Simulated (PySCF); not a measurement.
C₆ coefficients of unlike pairs at wB97X

Calculated with PySCF 2.14 from the dipole response of each species, C₆(A,B) = (3/π) ∫ α_A(iu) α_B(iu) du, in atomic units, from isotropic polarisabilities. For ions this is the dispersion term alone; charge-induced terms of lower order in 1/R come first.

```
species      configuration                                                                                              basis      relativity  α (bohr³)  C₆ (like pair)
   Ne³⁺  [He] 2s2 2p3 (4S)                                                                            dyall-acv3z (15s9p4d2f)            none     0.6956          0.6130
    Ne⁺  [He] 2s2 2p5 (2P)                                                                             dyall-av3z (15s9p3d2f)            none      1.325           2.342
    Zr⁺  [Kr] 4d2 5s1 (4F)  aug-cc-pVTZ-PP with one added diffuse shell each of s, p, d, f, g type with ECP28MDF (7s7p6d4f3g)  core potential      67.31           589.6
      O  [He] 2s2 2p4 (3P)                                                                       aug-cc-pCVQZ-DK (9s8p6d4f2g)   spin-free X2C      5.470           16.57
```

(1) Estimate C₆ for Zr⁺ with Ne⁺.

No spin-orbit coupling is included.

The other pairs:

```tsv
pair	C₆
O, Zr⁺	83.67
O, Ne³⁺	2.938
O, Ne⁺	5.794
Ne⁺, Ne³⁺	1.194
Zr⁺, Ne³⁺	12.75
```

## Answers

(1) The integral gives 24.86. The combination rule 2 C_A C_B / (C_A α_B/α_A + C_B α_A/α_B) gives 21.15 and the geometric mean 37.16.
